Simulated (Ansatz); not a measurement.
Relaxation of H4O3Si (8 atoms, charge 0, multiplicity 1), to a largest force component of 0.03 eV/Å in at most 50 steps.

These are results of RKS PBE0-D4/def2-SVP in Ansatz, not measurements.

```xyz
8
Properties=species:S:1:pos:R:3
Si -0.030 -0.084 0.297
H 0.414 0.055 1.673
O 1.459 -0.588 -0.224
H 2.171 -0.289 0.346
O -0.601 1.344 -0.280
H -1.210 1.275 -1.021
O -1.148 -1.229 -0.096
H -0.824 -2.133 -0.155
```

Where does it end, and by what steps?

It converged. After 8 steps the energy has fallen by 0.238 eV; H2 moved furthest, 0.37 Å.

| step | energy less start (eV) | largest force component (eV/Å) | accepted |
| --- | --- | --- | --- |
| 0 | 0.0000 | 1.023 | yes |
| 1 | -0.1983 | 0.307 | yes |
| 2 | -0.2148 | 0.152 | yes |
| 3 | -0.2296 | 0.159 | yes |
| 4 | -0.2332 | 0.171 | yes |
| 5 | -0.2323 | 0.440 | no |
| 6 | -0.2374 | 0.055 | yes |
| 7 | -0.2370 | 0.182 | no |
| 8 | -0.2384 | 0.027 | yes |

```xyz
8
Properties=species:S:1:pos:R:3
Si -0.041 -0.118 0.404
H 0.103 0.115 1.859
O 1.388 -0.652 -0.250
H 2.188 -0.180 -0.004
O -0.565 1.324 -0.199
H -0.945 1.295 -1.082
O -1.138 -1.286 0.006
H -0.760 -2.147 -0.194
```

Whether the end is a true minimum wasn't checked by a vibrational analysis.

The run took 20 s on 1 thread of Arm Neoverse V2 (shared host), peak memory 0.15 GiB.
